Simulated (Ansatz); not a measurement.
Cartesian coordinates in Å:
```
Al -1.536 -0.423 -1.269
O -0.109 0.315 -0.740
Si 1.116 0.590 0.283
S 1.315 -0.930 1.773
H -1.800 -0.446 -2.824
H -2.525 -1.006 -0.184
H 0.906 1.902 0.941
H 2.410 0.553 -0.438
H 0.223 -0.553 2.459
```

Charge 0, multiplicity 1.

**Question.** List the r2SCAN/def2-TZVPP orbital energies in eV (Ansatz). (Estimate.)

**Answer.** The calculation gave: Occupied: -2409.05, -1791.94, -1517.40, -515.72, -213.51, -157.58, -157.49, -157.38, -142.25, -110.90, -97.15, -97.11, -97.08, -71.27, -71.03, -70.98, -25.69, -18.99, -14.00, -11.58, -10.61, -9.90, -9.66, -9.30, -8.22, -7.85, -7.44, -6.65. Lowest empty: -1.67, -0.33, -0.13, 0.53, 0.80, 1.14, 1.66, 1.99.
